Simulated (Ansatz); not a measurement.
Total energies of TiO2 from Ansatz at PBE0-D4/def2-TZVP, gas phase (1 Eh = 27.2114 eV = 2625.5 kJ/mol). The reference geometry is relaxed at PBE-D4/def2-TZVP.

```xyz
3

Ti   -0.323    0.203   -0.498
O    -0.955   -0.004    1.012
O     1.278   -0.200   -0.514
```

```
                 state                     geometry  energy (Eh)
      charge 0 singlet                    reference   -999.65216
      charge 1 doublet                    reference   -999.29882
      charge 1 doublet  relaxed at PBE-D4/def2-TZVP   -999.30326
free Ti atom (triplet)                            –   -849.14317
 free O atom (triplet)                            –    -75.01860
```

Task: Work out the vertical ionisation energy to the doublet.

Result: E(charge 1 doublet) − E(charge 0 singlet) = -999.29882 − (-999.65216) = 0.35334 Eh = 9.61 eV. For comparison, −ε of the highest occupied level is 7.24 eV at this level, 2.37 eV less.

Task: How much does the charge 1 doublet relax, and what is the adiabatic ionisation energy?

Result: Relaxation: -999.29882 − (-999.30326) = 0.00444 Eh = 0.12 eV. Adiabatic ionisation energy: 0.34890 Eh = 9.49 eV, without zero-point energy. 

Task: What is the binding energy per atom against free atoms?

Result: Atoms: 1 × (-849.14317) + 2 × (-75.01860) = -999.18037 Eh. Binding: -999.18037 − (-999.65216) = 0.47179 Eh = 12.84 eV, or 4.28 eV for each of 3 atoms (no zero-point energy, no counterpoise term).
